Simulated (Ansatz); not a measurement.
# Ligand exchange: SiH3F + InH2(SH) → SiH3(SH) + InH2F

Species: SiH3F `F[SiH3]`, singlet; InH2(SH), singlet; SiH3(SH) (sulfanylsilane), singlet; InH2F `[F][InH2]`, singlet. The partners trade F for SH: Si–F and In–SH bonds give way to Si–SH and In–F.

Shapes, held fixed at every level: PBE0-D4/def2-TZVP. Programs: Ansatz 0.2.0. The zero-point and thermal change to 298 K, harmonic and unscaled (PBE0-D4/def2-TZVP), is -2.1 kJ/mol.

(1) Estimate ΔH(298 K) of this reaction.

Answers

(1) The highest level, CCSD(T)/def2-TZVPP, gives ΔH(298 K) = +100.5 kJ/mol; the levels span +89.6 to +102.6. The column of differences is taken from that level and isn't an error. No measured value is set beside it here. For atoms past krypton def2 sets carry core potentials with scalar relativity. Correlated rows may include outer-core shells of In, which these sets cover unevenly. Times are processor times on shared x86 and Arm servers, and rough.

```
                level                   kind  ΔH(298 K) (kJ/mol)  less CCSD(T)/def2-TZVPP  CPU time (sum over the molecules)
 r2SCAN-D4/def2-TZVPP               meta-GGA               +90.7                     -9.8                               16 s
  BHLYP-D4/def2-TZVPP          global hybrid              +102.6                     +2.1                               11 s
r2SCAN0-D4/def2-TZVPP          global hybrid               +97.0                     -3.5                               16 s
         MP2/def2-SVP    perturbation theory               +89.6                    -10.9                                  –
     CCSD(T)/def2-SVP  coupled cluster or CI               +90.3                    -10.2                              4.7 s
        CCSD/def2-SVP  coupled cluster or CI               +90.6                     -9.9                                  –
   CCSD(T)/def2-TZVPP  coupled cluster or CI              +100.5                      0.0                               48 s
```
